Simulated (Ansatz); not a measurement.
Stepwise reaction of `F[Si](F)(S)S` with hydrogen sulfide, as a gas-phase model of exchange steps in deposition or etching. ΔE in kJ/mol; ΔG adds harmonic PBE0-D4 terms to CCSD(T)/CBS, at 1 bar.

Calculated with Ansatz (gas phase, PBE0-D4/def2-TZVP geometries, no zero-point term in ΔE). CCSD(T)/CBS adds triple-zeta CCSD(T) − MP2 to the extrapolated MP2 energy (def2 sets, frozen cores). This one scheme is used for every species. Functionals use def2-TZVPP. B3LYP here is the variant with VWN-RPA as its local correlation; programs differ in this. One conformer a species, not always the lowest.

```
step                                     reaction  PBE-D4  B3LYP-D4  ωB97M-V  CCSD(T)/CBS  ΔG(600 K)
   2  `F[Si](S)(S)S` + H₂S → `S[Si](S)(S)S` + H–F    65.6      79.7     82.3         73.8       81.4
```

(1) Give the row of step 1, `F[Si](F)(S)S` + H₂S → `F[Si](S)(S)S` + H–F. (Best estimate.)

(2) By hand: ΔE of the 2 steps together at CCSD(T)/CBS.

## Answers

(1) The calculation gave: 
```
step                                     reaction  PBE-D4  B3LYP-D4  ωB97M-V  CCSD(T)/CBS  ΔG(600 K)
   1  `F[Si](F)(S)S` + H₂S → `F[Si](S)(S)S` + H–F    69.0      84.0     85.4         80.5       94.8
```

(2) (80.5) + (73.8) = 154.3 kJ/mol, or 77.2 kJ/mol a step.

In ΔE each step is lower than the one before. All are uphill at CCSD(T)/CBS. ΔG lies between 81.4 and 94.8 kJ/mol a step. PBE-D4 differs from CCSD(T)/CBS by -11.5 to -8.2 kJ/mol a step. Isolated molecules leave out the surface, adducts and barriers. Largest T1 diagnostic: 0.012.
